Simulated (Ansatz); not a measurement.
C4H5 (SMILES [CH-]1[C@@H]2C[C@H]12), charge -1, singlet, at a GFN2-xTB geometry (a gas-phase anion, which may not be bound at this level). Base run: SVWN5/6-31G* (Ansatz, a quantum-chemistry and plane-wave program).

Here is a job for Ansatz.
Ansatz 0.2 input:
```yaml
crystal:
  periodic: [false, false, false]
  atoms:
    - {symbol: C, position_ang: [-0.01348128, 1.18155902, 0.44895058]}
    - {symbol: C, position_ang: [0.00640291, -1.09047136, 0.32460397]}
    - {symbol: C, position_ang: [0.75400431, 0.06221722, -0.26521490]}
    - {symbol: C, position_ang: [-0.75049844, 0.04972316, -0.27751056]}
    - {symbol: H, position_ang: [-0.01520664, 2.09591209, -0.26903994]}
    - {symbol: H, position_ang: [-0.00145211, -1.21255464, 1.40980063]}
    - {symbol: H, position_ang: [0.01870869, -2.05397794, -0.20208349]}
    - {symbol: H, position_ang: [1.39180994, -0.01229614, -1.15053042]}
    - {symbol: H, position_ang: [-1.37242485, -0.03525157, -1.17312134]}
basis:
  gaussian:
    orbitals: 6-31G*
hamiltonian:
  xc: {name: SVWN5}
total_charge: -1
```

The base run was repeated with changes; each row names its change, and settings that it needs were set with it.

```tsv
change	basis functions	E (Eh)	core-seconds (rough)
base	70	-153.79430	0.9
basis = STO-3G	25	-151.74349	0.4
basis = pcseg-0	(withheld)	(withheld)	0.8
basis = pcseg-1	(withheld)	(withheld)	0.7
basis = def2-SVPD	120	-153.72929	2
basis = 6-311++G**	123	-153.87399	4
basis = aug-cc-pVDZ	137	-153.84561	7
basis = aug-pcseg-1	137	(withheld)	8
basis = def2-TZVP	154	-153.88383	2
basis = pc-2	190	-153.89142	2
basis = pcseg-2	190	(withheld)	3
basis = def2-TZVPD	193	-153.88968	4
basis = aug-cc-pVTZ	299	-153.89342	30
```

What belongs in the gaps?


- basis = pcseg-0, basis functions: 46
- basis = pcseg-0, E (Eh): -153.39489
- basis = pcseg-1, basis functions: 81
- basis = pcseg-1, E (Eh): -153.78954
- basis = aug-pcseg-1, E (Eh): -153.81186
- basis = pcseg-2, E (Eh): -153.88702

Totals compare only among sets that treat the same electrons; sets with core potentials leave the core out.

A gas-phase anion may not be bound at this level; its values then depend on the basis.
